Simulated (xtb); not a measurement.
H3B3Cl3N3, triplet, from a rough starting geometry (a higher spin typed on purpose: for a closed-shell molecule this is an excited state); xtb with GFN2-xTB.

Here is a job for xtb.
```
$ xtb mol.xyz --gfn 2 --uhf 2 --opt vtight --json

# file mol.xyz
12

Cl    -1.62031386    -2.61340488    -0.76920901
B     -0.75706429    -1.19542770    -0.36786419
N     -1.37221506     0.10207195    -0.17368387
B     -0.68071826     1.21676163     0.18888777
Cl    -1.49336910     2.70255415     0.50459231
N      0.71164628     1.14367885     0.32574256
B      1.45353296    -0.06244124     0.13101236
Cl     3.08227895    -0.21374195     0.30474387
N      0.65071432    -1.23286307    -0.20155291
H     -2.33218545     0.10649241    -0.13917695
H      1.26196642     1.95373214     0.69396527
H      1.12666241    -2.09541164    -0.42005010
```

The log (banner, timings and long lists left out):

```
   ID    Z sym.   atoms
    1   17 Cl     1, 5, 8
    2    5 B      2, 4, 7
    3    7 N      3, 6, 9
    4    1 H      10-12

           -------------------------------------------------
          |                Calculation Setup                |
           -------------------------------------------------

           -------------------------------------------------
          |                 G F N 2 - x T B                 |
           -------------------------------------------------

          ...................................................
          :                      SETUP                      :
          :.................................................:
          :  # basis functions                  57          :
          :  # atomic orbitals                  54          :
          :  # shells                           24          :
          :  # electrons                        48          :
          :  max. iterations                   250          :
          :  Hamiltonian                  GFN2-xTB          :
          :  restarted?                      false          :
          :  GBSA solvation                  false          :
          :  PC potential                    false          :
          :  electronic temp.          300.0000000     K    :
          :  accuracy                    1.0000000          :
          :  -> integral cutoff          0.2500000E+02      :
          :  -> integral neglect         0.1000000E-07      :
          :  -> SCF convergence          0.1000000E-05 Eh   :
          :  -> wf. convergence          0.1000000E-03 e    :
          :  Broyden damping             0.4000000          :
          :  net charge                          0          :
          :  unpaired electrons                  2          :
          ...................................................

 iter      E             dE          RMSdq      gap      omega  full diag
   1    -27.7335401 -0.277335E+02  0.930E+00    0.20       0.0  T
   2    -27.6499007  0.836394E-01  0.732E+00    0.79       1.0  T
   3    -27.6078573  0.420434E-01  0.636E+00    1.26       1.0  T
   4    -27.7800483 -0.172191E+00  0.465E+00    0.31       1.0  T
   5    -27.7450917  0.349566E-01  0.442E+00    0.66       1.0  T
   6    -27.8905697 -0.145478E+00  0.291E+00    0.17       1.0  T
   7    -27.8927124 -0.214265E-02  0.229E+00    0.16       1.0  T
   8    -27.9025043 -0.979191E-02  0.230E+00    0.16       1.0  T
   9    -27.9197638 -0.172595E-01  0.157E+00    0.09       1.0  T
  10    -27.9159637  0.380013E-02  0.150E+00    0.07       1.0  T
  11    -27.9275176 -0.115539E-01  0.890E-01    0.06       1.0  T
  12    -27.9264019  0.111565E-02  0.107E+00    0.04       1.0  T
  13    -27.9279187 -0.151672E-02  0.938E-01    0.04       1.0  T
  14    -27.9300515 -0.213287E-02  0.835E-01    0.05       1.0  T
  15    -27.9297818  0.269689E-03  0.691E-01    0.04       1.0  T
  16    -27.9319751 -0.219321E-02  0.282E-01    0.05       1.0  T
  17    -27.9282697  0.370534E-02  0.926E-01    0.06       1.0  T
  18    -27.9306902 -0.242053E-02  0.717E-01    0.05       1.0  T
  19    -27.9322691 -0.157881E-02  0.260E-01    0.05       1.0  T
  20    -27.9319339  0.335132E-03  0.321E-01    0.05       1.0  T
  21    -27.9322169 -0.282951E-03  0.250E-01    0.05       1.0  T
  22    -27.9326009 -0.384000E-03  0.501E-02    0.04       1.0  T
  23    -27.9326181 -0.172104E-04  0.158E-02    0.04       1.8  T
  24    -27.9326101  0.796544E-05  0.414E-02    0.04       1.0  T
  25    -27.9326190 -0.885923E-05  0.112E-02    0.04       2.6  T
  26    -27.9326193 -0.356321E-06  0.827E-03    0.04       3.5  T
  27    -27.9326197 -0.315441E-06  0.300E-03    0.04       9.6  T
  28    -27.9326197 -0.337512E-07  0.192E-03    0.04      15.0  T
  29    -27.9326197 -0.371091E-08  0.173E-03    0.04      16.7  T
  30    -27.9326197 -0.340489E-09  0.137E-03    0.04      21.1  T
  31    -27.9326197 -0.113429E-07  0.267E-04    0.04     108.2  T
[...]
 * total energy  :   -27.7753657 Eh     change       -0.7093377E-04 Eh
 * total energy  :   -27.7754066 Eh     change       -0.4092907E-04 Eh
 * total energy  :   -27.7754288 Eh     change       -0.2213497E-04 Eh
 * total energy  :   -27.7754372 Eh     change       -0.8426607E-05 Eh
 * total energy  :   -27.7754424 Eh     change       -0.5221770E-05 Eh
 * total energy  :   -27.7754457 Eh     change       -0.3267872E-05 Eh
 * total energy  :   -27.7754495 Eh     change       -0.3800570E-05 Eh
 * total energy  :   -27.7754530 Eh     change       -0.3480487E-05 Eh
 * total energy  :   -27.7754557 Eh     change       -0.2724572E-05 Eh
 * total energy  :   -27.7754571 Eh     change       -0.1421253E-05 Eh
 * total energy  :   -27.7754573 Eh     change       -0.1764064E-06 Eh
 * total energy  :   -27.7754573 Eh     change       -0.4292147E-07 Eh
   *** GEOMETRY OPTIMIZATION CONVERGED AFTER 33 ITERATIONS ***
         :: total energy             -27.775457339804 Eh    ::
[...]
        28                         -0.0671977              -1.8285
        29                         -0.0563766              -1.5341
        30                         -0.0435704              -1.1856
        31                          0.0007394               0.0201
        32                          0.0078684               0.2141
        33                          0.0094584               0.2574
        34                          0.0129570               0.3526
        35                          0.0132603               0.3608
        36                          0.0176291               0.4797
       ...                                ...                  ...
        54                          0.5214066              14.1882
      -------------------------------------------------------------
                  HL-Gap            0.0694377 Eh            1.8895 eV
             Fermi-level           -0.3359402 Eh           -9.1414 eV

     #   Z          covCN         q      C6AA      α(0)
     1  17 Cl       0.876    -0.155   103.971    15.599
     2   5 B        2.479     0.233    20.204     7.929
     3   7 N        2.567    -0.302    27.790     7.829
     4   5 B        2.519     0.388    17.221     7.197
     5  17 Cl       0.848    -0.276   107.900    15.891
     6   7 N        2.565    -0.306    27.898     7.844
     7   5 B        2.518     0.387    17.241     7.204
     8  17 Cl       0.848    -0.265   107.520    15.863
     9   7 N        2.619    -0.283    27.322     7.763
    10   1 H        0.860     0.190     1.157     1.685
    11   1 H        0.860     0.195     1.133     1.667
    12   1 H        0.860     0.195     1.131     1.666

 Mol. C6AA /au·bohr⁶  :       3920.147318
 Mol. C8AA /au·bohr⁸  :     133438.168165
 Mol. α(0) /au        :         98.137319

Wiberg/Mayer (AO) data.
largest (>0.10) Wiberg bond orders for each atom

 ---------------------------------------------------------------------------
     #   Z sym  total        # sym  WBO       # sym  WBO       # sym  WBO
 ---------------------------------------------------------------------------
     1  17 Cl   1.018 --     2 B    0.612     9 N    0.172
     2   5 B    2.629 --     3 N    0.981     9 N    0.928     1 Cl   0.612
     3   7 N    3.465 --     4 B    1.275     2 B    0.981    10 H    0.939
     4   5 B    3.458 --     3 N    1.275     6 N    1.137     5 Cl   0.965
     5  17 Cl   1.110 --     4 B    0.965
     6   7 N    3.483 --     7 B    1.173     4 B    1.137    11 H    0.937
     7   5 B    3.459 --     9 N    1.243     6 N    1.173     8 Cl   0.963
     8  17 Cl   1.132 --     7 B    0.963
     9   7 N    3.458 --     7 B    1.243    12 H    0.939     2 B    0.928
                             1 Cl   0.172
    10   1 H    0.964 --     3 N    0.939
    11   1 H    0.962 --     6 N    0.937
    12   1 H    0.962 --     9 N    0.939
 ---------------------------------------------------------------------------

Topologies differ in total number of bonds
Writing topology from bond orders to xtbtopo.mol

molecular dipole:
                 x           y           z       tot (Debye)
 q only:       -0.316      -0.653       0.481
   full:       -0.020      -0.202       0.335       0.996
molecular quadrupole (traceless):
                xx          xy          yy          xz          yz          zz
 q only:       -2.902       4.620       0.972      -1.613      -3.601       1.930
  q+dip:       -2.377       3.775       0.262      -1.646      -3.934       2.114
   full:       -2.745       3.571      -0.683      -1.246      -3.522       3.428

optimized geometry written to: xtbopt.xyz

           -------------------------------------------------
          | TOTAL ENERGY              -27.775457339804 Eh   |
          | GRADIENT NORM               0.000055572889 Eh/α |
          | HOMO-LUMO GAP               1.889495336214 eV   |
           -------------------------------------------------

normal termination of xtb
```
